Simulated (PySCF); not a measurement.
CH₄Cl₂Sn. Atoms are numbered in the order given.

```xyz
8

Sn    -0.3366    -0.2662     0.0000
C      0.7843    -2.0835     0.0000
Cl     0.3303     0.9782     1.8875
Cl     0.3303     0.9782    -1.8875
H     -2.0447    -0.2950     0.0000
H      0.5417    -2.6641     0.9010
H      0.5417    -2.6641    -0.9010
H      1.8519    -1.8245     0.0000
```

The structure is a stationary point at r2SCAN-D4/def2-SVP. The structure was generated by enumeration; whether it is a known compound was not checked. The def2 effective core potentials stand for the cores of Sn; spin–orbit coupling is left out.

Calculation: M06-2X/def2-TZVP in PySCF.

Atomic charges (e):

| atom | Mulliken | Löwdin |
|---|---|---|
| Sn1 | 0.87 | 0.21 |
| C2 | -0.64 | -0.53 |
| Cl3 | -0.38 | -0.01 |
| Cl4 | -0.38 | -0.01 |
| H5 | -0.01 | -0.06 |
| H6 | 0.17 | 0.13 |
| H7 | 0.17 | 0.13 |
| H8 | 0.18 | 0.14 |
